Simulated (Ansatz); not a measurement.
```yaml
crystal:
  periodic: [false, false, false]
  atoms:
    - {symbol: Li, position_ang: [-1.008959, -0.992560, -3.415194]}
    - {symbol: Cl, position_ang: [-1.328640, -1.329341, -1.133048]}
    - {symbol: Li, position_ang: [-1.145139, -1.075776, 1.184049]}
    - {symbol: Cl, position_ang: [-1.266590, -1.268286, 3.578737]}
    - {symbol: Cl, position_ang: [-1.302133, 1.286242, -3.587642]}
    - {symbol: Li, position_ang: [-1.118399, 1.098296, -1.188707]}
    - {symbol: Cl, position_ang: [-1.339495, 1.381312, 1.122539]}
    - {symbol: Li, position_ang: [-1.009700, 1.002261, 3.385854]}
    - {symbol: Cl, position_ang: [1.275182, -1.248220, -3.591211]}
    - {symbol: Li, position_ang: [1.056291, -1.109116, -1.185072]}
    - {symbol: Cl, position_ang: [1.403792, -1.381469, 1.188640]}
    - {symbol: Li, position_ang: [0.988343, -1.016499, 3.427187]}
    - {symbol: Li, position_ang: [1.008339, 1.015043, -3.337051]}
    - {symbol: Cl, position_ang: [1.345013, 1.327074, -1.172772]}
    - {symbol: Li, position_ang: [1.110811, 1.060219, 1.193882]}
    - {symbol: Cl, position_ang: [1.317561, 1.302723, 3.583248]}
basis:
  gaussian: {orbitals: pcseg-2, point_charges: [{charge: 1.00, position_ang: [6.212, -0.926, -0.452]}]}
magnetization: {spin_polarized: true, initial_magnetization: 0}
hamiltonian: {xc: {name: PBE0}}
scf: {lower_state_search: full}
output: {forces: true}
```

```sh
$ ansatz run in.yaml --threads 4 --pin off --events-out ev --progress --plain --max-ram 6963MiB
```

Output, abridged:

```
Functional definition: PBE0
3272 factors; their error is unknown
mean field evaluation 1: about -101810.0626 eV, gradient 3.2e1 eV
mean field evaluation 2: about -101810.9325 eV, gradient 3.3e1 eV
mean field evaluation 4: about -101815.5700 eV, gradient 1.2e0 eV
mean field evaluation 8: about -101815.9210 eV, gradient 1.7e-2 eV
mean field -101815.92099984 eV, -3741.6660834342 hartree, gradient 7.2e-5 eV, S^2 0.000000; 0 other end points of the search recorded, 0 dependent functions left out
reference -101815.92108081 eV, -3741.6660864099 hartree; 80, 80 occupied and 312, 312 virtual orbitals, 3272 factors
Total energy: -101815.92108081 eV, -3741.6660864099 hartree
Atom 0 at    -1.008959    -0.992560    -3.415194 Å, force    -0.054421     0.132111    -0.036083 eV/Å
Atom 1 at    -1.328640    -1.329341    -1.133048 Å, force     0.052870    -0.077609     0.012808 eV/Å
Atom 2 at    -1.145139    -1.075776     1.184049 Å, force    -0.062404     0.026140     0.209794 eV/Å
Atom 3 at    -1.266590    -1.268286     3.578737 Å, force     0.065856     0.051385    -0.193467 eV/Å
Atom 4 at    -1.302133     1.286242    -3.587642 Å, force     0.245091    -0.126137     0.229014 eV/Å
Atom 5 at    -1.118399     1.098296    -1.188707 Å, force    -0.128129     0.040051    -0.214198 eV/Å
Atom 6 at    -1.339495     1.381312     1.122539 Å, force     0.126609    -0.095081     0.040513 eV/Å
Atom 7 at    -1.009700     1.002261     3.385854 Å, force     0.098998     0.015138     0.048004 eV/Å
Atom 8 at     1.275182    -1.248220    -3.591211 Å, force     0.177434    -0.044688     0.224167 eV/Å
Atom 9 at     1.056291    -1.109116    -1.185072 Å, force    -0.219727     0.013105    -0.133980 eV/Å
Atom 10 at     1.403792    -1.381469     1.188640 Å, force     0.208762     0.036226    -0.288689 eV/Å
Atom 11 at     0.988343    -1.016499     3.427187 Å, force    -0.121606     0.200164     0.118136 eV/Å
Atom 12 at     1.008339     1.015043    -3.337051 Å, force    -0.363340    -0.028198    -0.381351 eV/Å
Atom 13 at     1.345013     1.327074    -1.172772 Å, force     0.333303     0.006244     0.418431 eV/Å
Atom 14 at     1.110811     1.060219     1.193882 Å, force    -0.200832     0.095873     0.215585 eV/Å
Atom 15 at     1.317561     1.302723     3.583248 Å, force    -0.084867    -0.247933    -0.273029 eV/Å
Dipole moment:    -0.593074     0.004405     0.089681 e Å
```

Run time 52 s (4 threads of Arm Neoverse V2 on a shared host), peak host memory 2.4 GiB.
